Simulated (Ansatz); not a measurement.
Cartesian coordinates in Å:
```
O 0.827 1.189 -1.387
Zr -0.011 0.191 -0.007
O -0.970 1.187 1.293
Se 1.941 -1.133 1.076
Se -1.787 -1.437 -0.975
H 1.101 1.812 -2.055
H -1.318 1.824 1.912
H 0.994 -1.685 2.059
H -0.776 -1.948 -1.916
```

The species carries charge 0 and has multiplicity 1. Zr takes the def2 core potential.

(1) List the ωB97M-V/def2-TZVPP orbital energies in eV (Ansatz). (Best estimate.)

Results:

(1) Computed: Occupied: -12367.53, -12367.53, -1587.84, -1587.84, -1422.60, -1422.60, -1422.56, -1422.56, -1422.55, -1422.55, -526.63, -526.63, -217.28, -217.28, -160.24, -160.24, -160.07, -160.07, -160.03, -160.03, -62.48, -60.13, -60.13, -60.07, -60.07, -60.03, -60.03, -59.91, -59.91, -59.90, -59.90, -39.28, -38.84, -38.56, -30.38, -30.05, -21.59, -21.46, -17.45, -16.97, -13.31, -13.07, -12.96, -12.70, -12.45, -12.34, -10.30, -9.91, -9.49, -8.74. Lowest empty: 0.48, 0.73, 1.03, 1.11, 1.17, 1.44, 1.64, 1.77.
